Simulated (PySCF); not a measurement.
Isomers of C6H19N3Si, from PySCF, PBE0-D3(BJ)/def2-SVP geometry optimisation, gas phase. One conformer each, no zero-point energy, no frequencies.

Task: Which isomer lies lower at this level?
A. SiH(NHEt)3 (`CCN[SiH](NCC)NCC`): A = 831.7, B = 819.6, C = 459.0 MHz, dipole 0.85 D
B. `[CH3:1][N:2]([CH3:3])[SiH:4]([N:5]([CH3:6])[CH3:7])[N:8]([CH3:9])[CH3:10]` with C1–N2–Si4–N5 -170°, N2–Si4–N5–C6 -93°, N2–Si4–N8–C9 25°: A = 1117, B = 1070, C = 695.0 MHz, dipole 0.66 D

Result: A. That is SiH(NHEt)3 (`CCN[SiH](NCC)NCC`), 19.2 kcal/mol below the other.

```
                SMILES                                                              mapped SMILES      E (Eh)  relative (kcal/mol)  relative (kJ/mol)  dipole (D)
  [H][Si](NCC)(NCC)NCC                                                                          –  -692.93495                  0.0                0.0        0.85
CN(C)[SiH](N(C)C)N(C)C  [CH3:1][N:2]([CH3:3])[SiH:4]([N:5]([CH3:6])[CH3:7])[N:8]([CH3:9])[CH3:10]  -692.90439                 19.2               80.2        0.66
```
